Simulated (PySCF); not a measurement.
Computed shifts of a molecule GeH7NSi, PySCF with PBE0/pcSseg-1, GIAO, gas phase, atoms alike by connectivity averaged where their shifts nearly agree, in ppm (number of nuclei): ²⁹Si: -46.0 (1). ¹⁵N: -8.8 (1). ¹H: 5.13 (3), 5.01 (3), -0.96 (1). References: ²⁹Si against TMS (σ = 352.7 ppm); ¹⁵N against NH3 (σ = 267.4 ppm); ⁷³Ge against GeH4 (σ = 1658.3 ppm); ¹H against TMS (σ = 31.56 ppm), references at their B3LYP-D3(BJ)/def2-TZVP geometries, non-relativistic. Geometry optimised at B3LYP-D3(BJ)/def2-SVP. Other conformers were not sampled.

### Question
Identify the compound among the candidates.
A. [NH2][GeH2][SiH3]
B. N[SiH2][GeH3]
C. [SiH3][NH][GeH3]

### Answer
C, [SiH3][NH][GeH3]
